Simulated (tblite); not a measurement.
Species: C3H10F3NO2SSi2.
Atom-mapped SMILES: `[CH3:1][N:2]([CH3:3])[SiH2:4][SiH2:5][S:6](=[O:7])(=[O:8])[C:9]([F:10])([F:11])[F:12]` (hydrogens: H13, H14, H15 on C1; H16, H17, H18 on C3; H19, H20 on Si4; H21, H22 on Si5)

The geometry is computed with GFN2-xTB (gas phase).

Problem. Give the optimised bond lengths and angles.

Solution. 
```
                   bond  length (bohr)   order
           C1–N2, N2–C3          2.730  single
                 N2–Si4          3.259  single
                Si4–Si5          4.388  single
                 Si5–S6          4.133  single
           S6=O7, S6=O8          2.731  double
                  S6–C9          3.592  single
                 C9–F10          2.496  single
         C9–F11, C9–F12          2.532  single
         C1–H13, C3–H17          2.068  single
C1–H14 and 3 like bonds          2.059  single
                Si4–H19          2.801  single
                Si4–H20          2.778  single
       Si5–H21, Si5–H22          2.777  single
```

Bonds in one row agree within 0.02 bohr and their mean is given. Orders are formal, as drawn. A selection of angles:
```
     angle  degrees
  C1–N2–C3    111.4
 C1–N2–Si4    124.4
 C3–N2–Si4    119.6
N2–Si4–Si5    105.3
Si4–Si5–S6     95.6
 Si5–S6–O7    108.4
 Si5–S6–O8    106.1
 Si5–S6–C9    115.1
  O7–S6–O8    117.0
  O7–S6–C9    105.8
 S6–C9–F10    115.6
 S6–C9–F11    106.3
 S6–C9–F12    109.4
F10–C9–F11    109.0
F11–C9–F12    106.9
```

Dihedral angles: C1–N2–Si4–Si5 41° (synclinal); N2–Si4–Si5–S6 173° (antiperiplanar); Si4–Si5–S6–O7 -65° (synclinal); Si5–S6–C9–F10 -170° (antiperiplanar). The mirror-image conformer, all signs reversed, is as good.

Si4 (SiH2 silicon) is distorted tetrahedral (angles from 104.4° to 116.9°). N2 (silicon-bound nitrogen) has angles 124.4°, 119.6° and 111.4°, sum 355.4°, 0.19 Å off the plane of its three neighbours. Of the pairs four or more bonds apart, Si5···H15 is among the closest relative to their van der Waals radii: 2.82 Å, 86 % of the sum of Bondi's values. S6 (sulfonyl sulfur) is distorted tetrahedral (angles from 104.7° to 117.0°). Si5 (SiH2 silicon) has angles from 95.6° to 126.3°. The C–F distances run from 1.321 Å (C9–F10, drawn single) to 1.343 Å (C9–F11, drawn single), a spread of 0.022 Å.

Point group: C1 (no symmetry element, even within 0.4 Å). Its lowest GFN2-xTB frequency is 6 cm⁻¹, too small to tell a flat minimum from a shallow saddle. One conformer, not necessarily the lowest. 3 starts were optimised and ended at 0.00, 1.26 and 3.08 kcal/mol (GFN2-xTB); the lowest of these is shown.
